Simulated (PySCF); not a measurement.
From one molecule to another.

First species: C7H10ClOP.
SMILES: `CC(C)(C)c1oc(Cl)cp1`

Second species: C6H11OP.
Z-matrix (Å and degrees, GFN2-xTB geometry), rows numbered from 1:
```
O 
P   1  1.4653
C   2  1.8370  1  120.09
C   3  1.5355  2  103.54  1   162.23
C   4  1.5388  3  108.32  2     2.31
C   5  1.5389  4  110.34  3    72.41
C   6  1.5353  5  108.31  4   -72.41
C   5  1.5251  4  105.90  3   -41.81
H   3  1.0913  2  109.16  1    42.01
H   3  1.0907  2  110.76  1   -76.22
H   4  1.0917  3  110.25  2  -116.99
H   4  1.0905  3  111.46  2   123.72
H   5  1.0924  4  110.46  3  -165.13
H   6  1.0906  5  110.26  4    49.73
H   6  1.0917  5  109.20  4   167.56
H   7  1.0913  2  109.13  1   -41.97
H   7  1.0906  2  110.73  1    76.31
H   8  1.0892  2  113.05  1    62.42
H   8  1.0893  2  113.09  1   -62.52
```

Levels: PBE0/pcSseg-1 for HOMO energy, LUMO energy and HOMO–LUMO gap. Geometries: GFN2-xTB. Each species is one conformer at its optimised geometry, gas phase, non-relativistic unless stated. Electronic properties by PySCF.

Dipoles, sizes and rotational constants follow the conformer. The torsions of the flexible species, by atom-mapped SMILES:
- `[CH3:1][C:2]([CH3:3])([CH3:4])[c:5]1[o:6][c:7]([Cl:8])[cH:9][p:10]1`: C1–C2–C5–O6 60°

The conformers of `O=[P@]12CC[C@H](CC1)C2` aren't listed.

```json
{"property": "HOMO energy", "column X": "-7.39 eV", "column Y": "-6.62 eV"}
{"property": "LUMO energy", "column X": "0.78 eV", "column Y": "-0.93 eV"}
{"property": "HOMO–LUMO gap", "column X": "8.17 eV", "column Y": "5.69 eV"}
```

Problem. Which column belongs to which species?

Solution. Column X is the second species and column Y the first. The first has 20 atoms and 92 electrons, the second 19 and 70.

Problem. How does each property change from the first species to the second?

Solution. HOMO energy -0.77 eV; LUMO energy +1.71 eV; HOMO–LUMO gap +2.48 eV.

